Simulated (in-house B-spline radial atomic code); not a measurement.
Configurations of Co7+, with energies counted from [Ar] 3d2. Level of theory: non-relativistic CAM-B3LYP, spin-polarised, spherical fractional occupations, point nucleus; calculated with a B-spline radial code for spherical atoms. Shells without spins written out take the highest spin.

Caution: exact exchange at fractional occupations of open shells leaves self-interaction of up to several eV.

Occupations are held fixed; configurations that lie above the ionisation limit could autoionise.

| configuration | E - E(ref) (eV) | highest orbital | its <r> (bohr) |
| --- | --- | --- | --- |
| [Ar] 3d1 4s1 | 53.77 | 4s up | 1.651 |
| [Ne] 3s2 3p5 3d3 | 57.626 | 3d up | 0.7503 |
| [Ne] 3s2 3p(2 up, 3 down) 3d(2 up, 0 down) 4s(1 up, 0 down) | 118.97 | 4s up | 1.651 |
| [Ne] 3s2 3p(2 up, 3 down) 3d(1 up, 1 down) 4p(1 up, 0 down) | 134.58 | 4p up | 1.761 |
| [Ne] 3s2 3p5 3d2 4d1 | 146.11 | 4d up | 1.936 |
| [Ne] 3s2 3p5 3d2 4f1 | 161.01 | 4f up | 2.055 |

Problem. Order these further configurations by energy, lowest first.
A. [Ar] 3d1 4p1
B. [Ar] 3d1 4f1
C. [Ar] 3d1 4d1
D. [Ne] 3s2 3p5 3d2 4s1
E. [Ar] 3d(1 up, 0 down) 4s(0 up, 1 down)

Solution. E (54.126 eV), A (67.257 eV), C (85.354 eV), B (100.29 eV), D (114.42 eV).

Problem. How far above the reference does [Ne] 3s2 3p5 3d2 4p1 lie?

Solution. 127.93 eV; its least bound orbital is 4p up with <r> = 1.749 bohr.

Problem. How far above the reference does [Ne] 3s2 3p(2 up, 3 down) 3d(2 up, 0 down) 4d(1 up, 0 down) lie?

Solution. 150.51 eV; its least bound orbital is 4d up with <r> = 1.94 bohr.
